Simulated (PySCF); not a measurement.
## Structure from 2D NMR

Compound of formula C8H10Si2. Correlations simulated from computed shifts and the bond graph:

HSQC (one-bond C–H):
```csv
δH,δC
7.99,140.8
7.70,135.7
7.70,133.3
```

COSY cross peaks (H two or three bonds apart, from the bond graph; peaks can be absent where the dihedral angle is near 90°):
```csv
δH,δH
7.99,7.70
7.70,7.70
```

HMBC (two and three bonds, from the bond graph):
```csv
δH,δC
7.99,"140.8, 135.7, 134.6, 133.3"
7.70,"140.8, 133.3"
7.70,"140.8, 135.7, 134.6, 133.3"
5.11,"140.8, 134.6, 117.9, 114.6"
4.33,"117.9, 114.6"
```

Carbons without hydrogens: δ 134.6, 117.9, 114.6.

Theoretical values (PySCF 2.14.0 with density-fitted response routines): geometry: GFN2-xTB, PBE0/pcSseg-1 with gauge-including orbitals. No solvent, non-relativistic Hamiltonian, one computed conformer, equivalent nuclei averaged.

Scale: TMS for ¹H (31.72 ppm), ¹³C (186.93 ppm) (reference shieldings calculated alike).

Exchangeable hydrogens are left out of these lists.

**Question.** Assemble the structure.

**Answer.** `[SiH3]C#C[SiH2]c1ccccc1`.

Mapped SMILES: `[SiH3:1][C:2]#[C:3][SiH2:4][c:5]1[cH:6][cH:7][cH:8][cH:9][cH:10]1`; H(Xn) means a hydrogen on atom n.

- δC 140.8 is C6/C10, an aromatic CH (δH 7.99).
- δC 135.7 is C8, an aromatic CH (δH 7.70).
- δC 134.6 is C5, a substituted aromatic carbon.
- δC 133.3 is C7/C9, an aromatic CH (δH 7.70).
- δC 117.9 is C3, an alkyne carbon.
- δC 114.6 is C2, an alkyne carbon.
- HMBC from δH 7.99 reaches the proton-free carbon C5.
- HMBC from δH 7.70 reaches the proton-free carbon C5.
- HMBC from δH 5.11 reaches the proton-free carbons C5, C3, C2.
- HMBC from δH 4.33 reaches the proton-free carbons C3, C2.
- COSY links 7.99–7.70, 7.70–7.70.

The data come from this structure; uniqueness wasn't tested.

Shifts are as computed. Against solution values, carbons near 30 ppm lie about +3 ppm off and those near 130 ppm about +5 ppm. Of 1309 compounds with measured shifts, 239 miss one by over three times the rms of a fit or turn the order of signals round; such compounds aren't used in these exercises.
